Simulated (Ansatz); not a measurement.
Reaction (ligand exchange at the Si–O bond): `F[Si](Cl)(Cl)[O][GeH3]` + HI → `F[Si](Cl)(Cl)I` + `[OH][GeH3]`

Program: Ansatz. Geometries: PBE0-D4/def2-TZVP. ΔE: electronic, gas phase. CCSD(T)/CBS adds triple-zeta CCSD(T) − MP2 to the extrapolated MP2 energy (def2 sets, frozen cores). DFT in def2-TZVPP. def2 core potentials past Kr. For Ge, I outer-core shells are correlated without core-valence functions, which leaves a few kJ/mol of doubt a bond. Scalar relativity is left out up to krypton. Each species was taken in one conformer, which may not be the lowest.

| level | ΔE (kJ/mol) | difference from CCSD(T)/CBS |
| --- | --- | --- |
| LDA (SPW92) | 55.5 | -7.3 |
| r2SCANh-D4 | 63.6 | 0.8 |
| ωB97X-V | 66.4 | 3.6 |
| PBE-QIDH | 61.2 | -1.6 |
| r2SCAN | 61.4 | -1.4 |
| HF/def2-SVP | 88.8 | 26.0 |
| MP2/def2-SVP | 71.0 | 8.2 |
| SCS-MP2/def2-TZVPP | 69.4 | 6.6 |
| CCSD(T)/def2-TZVPP | 73.4 | 10.6 |
| HF/def2-QZVPP | 89.7 | 26.9 |
| CCSD(T)/CBS | 62.8 | 0 |

(1) What do rigid-rotor, harmonic-oscillator terms from PBE0-D4/def2-TZVP frequencies (298.15 K, 1 bar) make of the CCSD(T)/CBS value? (Estimate.)

Largest T1 diagnostic among the species: 0.011.

Answers

(1) The calculation gave: ΔZPE = +9.6 kJ/mol, ΔH = +70.4 kJ/mol, ΔS = 3 J/(mol·K), ΔG = +69.5 kJ/mol. Modes under 50 cm⁻¹ make the entropy rough.

Leaving LDA and LC-ωPBE aside and taking each functional with its dispersion term where it has one, the values, not all of them listed here, spread over 28.9 kJ/mol, from PBE-D4 to CAM-B3LYP-D4. LDA lies +9.8 kJ/mol from PBE without D4. From r2SCAN to r2SCAN0 (25 % exact exchange), in def2-TZVPP and without D4, ΔE moves by +3.1 kJ/mol.
